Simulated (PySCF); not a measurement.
AlF2H4NO2Si, SMILES [NH]([Al]([OH])[OH])[SiH](F)F. Geometry: PBE-D3(BJ)/def2-SVP. The structure was generated by enumeration; whether it is a known compound was not checked. The values are those of a single conformer.

Problem. Give the equilibrium geometry at PBE-D3(BJ)/def2-SVP (PySCF confirms it by a frequency run) as bond lengths and angles, and its point group. (The exact figures need the calculation; the answer reports its results.)

Solution. One answer among several that fit: point group Cs.
Atoms: Si1 F2 F3 N4 Al5 O6 O7 H8 H9 H10 H11. Bond lengths (Å): Si1–F2 1.633, Si1–F3 1.633, Si1–N4 1.717, Si1–H8 1.484, N4–Al5 1.803, N4–H9 1.027, Al5–O6 1.710, Al5–O7 1.708, O6–H10 0.968, O7–H11 0.969. Angles (°): F2–Si1–F3 103.8, F2–Si1–N4 111.1, F2–Si1–H8 109.8, F3–Si1–N4 111.1, F3–Si1–H8 109.8, N4–Si1–H8 111.0, Si1–N4–Al5 127.9, Si1–N4–H9 114.5, Al5–N4–H9 117.6, N4–Al5–O6 123.6, N4–Al5–O7 116.0, O6–Al5–O7 120.4, Al5–O6–H10 126.0, Al5–O7–H11 121.9.
Charge 0, spin multiplicity 1.
